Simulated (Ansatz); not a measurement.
Calculated with Ansatz (gas phase, PBE0-D4/def2-TZVP geometries, no zero-point term in ΔE). CCSD(T)/CBS adds triple-zeta CCSD(T) − MP2 to the extrapolated MP2 energy (def2 sets, frozen cores). This one scheme is used for every species. Functionals use def2-TZVPP. Each species was taken in one conformer, which may not be the lowest.

`F[SiH2]S[SiH2]Cl` + `N[SiH3]` → `F[SiH2]N[SiH3]` + `S[SiH2]Cl`  (ligand exchange at the Si–S bond)

| level | ΔE (kJ/mol) | difference from CCSD(T)/CBS |
| --- | --- | --- |
| PBE0-D4 | -4.5 | 7.2 |
| ωB97X-V | -11.4 | 0.3 |
| ωB97M-V | -11.4 | 0.3 |
| B2PLYP | -14.9 | -3.2 |
| MP2/def2-TZVPP | -11.5 | 0.2 |
| CCSD(T)/def2-TZVPP | -15.4 | -3.7 |
| HF/def2-QZVPP | -24.4 | -12.7 |
| SCS-MP2/def2-QZVPP | -13.9 | -2.2 |
| MP2/CBS(def2) | -7.8 | 3.9 |
| CCSD/CBS(def2) | -14.1 | -2.4 |
| CCSD(T)/CBS | -11.7 | 0 |

Largest T1 diagnostic among the species: 0.011.

The D4 term adds +4.0 kJ/mol with B3LYP and +2.2 kJ/mol with PBE0; it sums over pairs of atoms, weighted by their polarisabilities, and B3LYP, whose exchange is more repulsive, gets the larger term. In def2-TZVPP, CCSD(T) changes the Hartree–Fock value by +8.1 kJ/mol (the triples alone add +2.3 kJ/mol) and MP2 by +12.0 kJ/mol.

B3LYP here is the variant with VWN-RPA as its local correlation; programs differ in this.
